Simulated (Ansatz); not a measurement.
PBE exchange is replaced step by step with exact exchange (0 % is PBE, 25 % PBE0; no dispersion term), basis def2-SVP, Ansatz. System: Si(vinyl)(NCO)3 (C5H3N3O3Si). Charge 0, multiplicity 1. Geometry: PBE-D4/def2-SVP.

Geometry of the singlet:

```xyz
15

Si   -0.274   -0.065   -0.079
C     1.377   -0.726   -0.592
C     2.543   -0.270   -0.092
H     1.395   -1.536   -1.344
H     2.573    0.537    0.660
H     3.516   -0.681   -0.410
N    -1.245   -1.296    0.626
C    -1.842   -2.212    1.145
O    -2.432   -3.103    1.647
N    -1.143    0.550   -1.428
C    -1.729    1.017   -2.378
O    -2.300    1.468   -3.307
N    -0.062    1.198    1.069
C    -0.159    2.114    1.856
O    -0.220    3.006    2.626
```

```json
{"exact exchange (%)": "0", "HOMO (eV)": "-7.20", "LUMO (eV)": "-2.16", "gap (eV)": "5.05"}
{"exact exchange (%)": "10", "HOMO (eV)": "-7.72", "LUMO (eV)": "-1.78", "gap (eV)": "5.94"}
{"exact exchange (%)": "15", "HOMO (eV)": "-7.98", "LUMO (eV)": "-1.59", "gap (eV)": "6.39"}
{"exact exchange (%)": "25", "HOMO (eV)": "-8.49", "LUMO (eV)": "-1.22", "gap (eV)": "7.28"}
{"exact exchange (%)": "35", "HOMO (eV)": "-9.00", "LUMO (eV)": "-0.84", "gap (eV)": "8.16"}
{"exact exchange (%)": "50", "HOMO (eV)": "-9.76", "LUMO (eV)": "-0.28", "gap (eV)": "9.47"}
```

Task: Fit a straight line to the column «gap (eV)» against the share of exact exchange and predict its value at 5 %.

Result: With x = exact exchange (%) and y = gap (eV): mean x = 22.5, mean y = 7.048; Σ(x − x̄)(y − ȳ) = 144.8, Σ(x − x̄)² = 1638; slope b = 0.0884, intercept a = ȳ − b·x̄ = 5.059. The residuals of the fitted rows reach 0.01. At x = 5 the line gives 5.059 + (0.0884 × 5) = 5.50; the run gave 5.49, 0.01 less than the line.
